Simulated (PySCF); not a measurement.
Point-charge models of `[Si@@H]1(N)[SiH2]CC=C1` against its computed dipole.

Coordinates (GFN2-xTB, Å) and charges (e) from the PBE0/pcSseg-1 density (PySCF):

| atom | x | y | z | Mulliken | IAO | Hirshfeld | ESP-fitted |
| --- | --- | --- | --- | --- | --- | --- | --- |
| N1 | 2.451 | -0.235 | 0.856 | -0.6187 | -0.8297 | -0.3222 | -1.0895 |
| Si2 | 1.268 | 0.271 | -0.303 | +0.6663 | +0.7436 | +0.2952 | +0.7115 |
| C3 | 0.119 | -1.058 | -1.017 | -0.4160 | -0.4754 | -0.1679 | -0.5768 |
| C4 | -1.186 | -0.956 | -0.788 | -0.1571 | -0.0997 | -0.0312 | +0.0082 |
| C5 | -1.818 | 0.153 | -0.001 | -0.4870 | -0.5388 | -0.1612 | -0.1101 |
| Si6 | -0.501 | 1.387 | 0.654 | +0.2964 | +0.4086 | +0.2375 | +0.0863 |
| H7 | 2.139 | -0.579 | 1.750 | +0.1919 | +0.2581 | +0.1118 | +0.3942 |
| H8 | 3.233 | -0.785 | 0.540 | +0.1922 | +0.2594 | +0.1159 | +0.4184 |
| H9 | 2.087 | 0.849 | -1.376 | -0.0733 | -0.1250 | -0.0838 | -0.1340 |
| H10 | 0.484 | -1.895 | -1.599 | +0.1106 | +0.1487 | +0.0359 | +0.2043 |
| H11 | -1.881 | -1.698 | -1.173 | +0.1002 | +0.1398 | +0.0423 | +0.0827 |
| H12 | -2.404 | -0.290 | 0.808 | +0.1522 | +0.1554 | +0.0412 | +0.0595 |
| H13 | -2.547 | 0.656 | -0.643 | +0.1554 | +0.1580 | +0.0426 | +0.0616 |
| H14 | -0.618 | 1.460 | 2.118 | -0.0573 | -0.1015 | -0.0771 | -0.0418 |
| H15 | -0.829 | 2.728 | 0.153 | -0.0557 | -0.1013 | -0.0793 | -0.0747 |

Problem. Compute μ = Σ q r for each scheme (1 e·Å = 4.803 D) and compare with the dipole of the full density.

Solution. The full density gives (-0.19, -1.40, 0.36) D, 1.45 D in size; dipole vectors point from the negative to the positive end.

| scheme | μx | μy | μz | size (D) | share of the full size (%) | angle to the full dipole (°) |
| --- | --- | --- | --- | --- | --- | --- |
| Mulliken | 1.28 | 1.78 | 0.72 | 2.31 | 159 | 137 |
| IAO | 0.27 | 0.64 | 0.24 | 0.74 | 51 | 144 |
| Hirshfeld | 0.28 | -0.06 | 0.40 | 0.49 | 34 | 76 |
| ESP-fitted | -0.20 | -1.37 | 0.35 | 1.43 | 99 | 1 |

Problem. Which set comes closest?

Solution. Length of the difference vector: ESP-fitted 0.03 D, Hirshfeld 1.42 D, IAO 2.09 D, Mulliken 3.52 D. Closest: ESP-fitted. 

Problem. What is left for the Hirshfeld atoms' own dipoles?

Solution. The Hirshfeld atoms' densities add up to the full density, so μ = Σ q r + Σ (atomic dipoles). The atomic dipoles sum to (-0.19, -1.40, 0.36) − (0.28, -0.06, 0.40) = (-0.47, -1.34, -0.04) D, 1.42 D in size.

Problem. With the origin at the mean of the coordinates, (0.000, 0.001, -0.001) Å, which are the largest single terms, by size, of the ESP-fitted dipole along the direction of the full one?

Solution. C3 -2.08, Si2 -1.70, H7 +1.35, H10 +1.34, H8 +0.94 D; all 15 atoms together +1.43 D. The single terms depend on the origin, their sum doesn't.

Problem. Give the size of the full dipole in other units.

Solution. 1.45 D = 0.572 au = 0.303 e·Å = 4.85 × 10⁻³⁰ C·m.

The structure is a single GFN2-xTB conformer in the gas phase; no vibrational or solvent corrections.
